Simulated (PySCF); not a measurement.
M06-L on Nb⁻ (niobium, charge -1), [Kr] 4d4 5s2, high-spin 5D determinant. All numbers are calculated (PySCF 2.14, scalar relativity through the core potential, in def2-TZVPPD with the def2 core potential (28 electrons)).

```
cycle= 1 E= -56.8457469040528  delta_E= -0.0108  |g|= 0.0251  |ddm|= 0.773
cycle= 2 E= -56.8465926948704  delta_E= -0.000846  |g|= 0.0103  |ddm|= 0.149
cycle= 3 E= -56.8467419557176  delta_E= -0.000149  |g|= 0.00923  |ddm|= 0.104
cycle= 4 E= -56.8468091691315  delta_E= -6.72e-05  |g|= 0.00304  |ddm|= 0.0231
cycle= 5 E= -56.8468179275085  delta_E= -8.76e-06  |g|= 0.000932  |ddm|= 0.0134
cycle= 6 E= -56.8468202118312  delta_E= -2.28e-06  |g|= 0.000599  |ddm|= 0.0103
cycle= 7 E= -56.8468215314409  delta_E= -1.32e-06  |g|= 0.000302  |ddm|= 0.00396
cycle= 8 E= -56.8468219325682  delta_E= -4.01e-07  |g|= 0.000112  |ddm|= 0.00397
cycle= 9 E= -56.8468219525007  delta_E= -1.99e-08  |g|= 9.21e-06  |ddm|= 0.000765
cycle= 10 E= -56.8468219527684  delta_E= -2.68e-10  |g|= 1.32e-06  |ddm|= 0.000183
converged SCF energy = -56.8468219527684  <S^2> = 6.0226772  2S+1 = 5.0090627
```

Highest occupied orbital energy: 2.365 eV; ⟨L²⟩ = 6.08; populations by l: s 3.99, p 6.00, d 4.01, f 0.00.

**Question.** Can this result be used?

**Answer.** With care. The run converged. Energies and moments cover only the electrons outside the core potential. At M06-L the highest occupied level has a positive energy, so only the finite basis holds that electron; in a semilocal or global hybrid functional this comes from self-interaction and does not mean that the real anion is unbound.
